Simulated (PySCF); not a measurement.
3-methylideneoxolane (C5H8O), SMILES C=C1CCOC1.

Geometry optimised at PBE0-D3(BJ)/def2-SVP. One conformer was computed; it need not be the lowest.

These are TDA-PBE/def2-SVPD run with PySCF 2.14.0 values and carry that method's errors.

Vertical excitations. 

Computed lowest excited states:
```tsv
state	energy (eV)	λ (nm)	f	main pairs
S1	4.95	250	0.007	HOMO→LUMO 81 %, HOMO−1→LUMO 18 %
S2	5.92	209	0.006	HOMO→LUMO+1 99 %
S3	6.35	195	0.012	HOMO−1→LUMO+1 94 %
S4	6.44	193	0.010	HOMO→LUMO+2 98 %
S5	6.58	189	0.038	HOMO−2→LUMO 84 %
S6	6.73	184	0.054	HOMO→LUMO+3 68 %, HOMO−1→LUMO 13 %
S7	6.79	183	0.153	HOMO−1→LUMO 31 %, HOMO→LUMO+3 31 %, HOMO−2→LUMO 7 %, HOMO→LUMO 6 %
S8	6.89	180	0.003	HOMO−1→LUMO+2 99 %
S9	7.18	173	0.024	HOMO→LUMO+4 59 %, HOMO−1→LUMO+3 37 %
S10	7.20	172	0.010	HOMO−1→LUMO+3 60 %, HOMO→LUMO+4 30 %
T1	4.13	300	0	HOMO→LUMO 50 %, HOMO−1→LUMO 48 %
T2	4.89	253	0	HOMO−1→LUMO 50 %, HOMO→LUMO 50 %
T3	5.81	213	0	HOMO→LUMO+1 99 %
T4	6.26	198	0	HOMO−1→LUMO+1 87 %
```
Triplets are in the Tamm–Dancoff approximation.
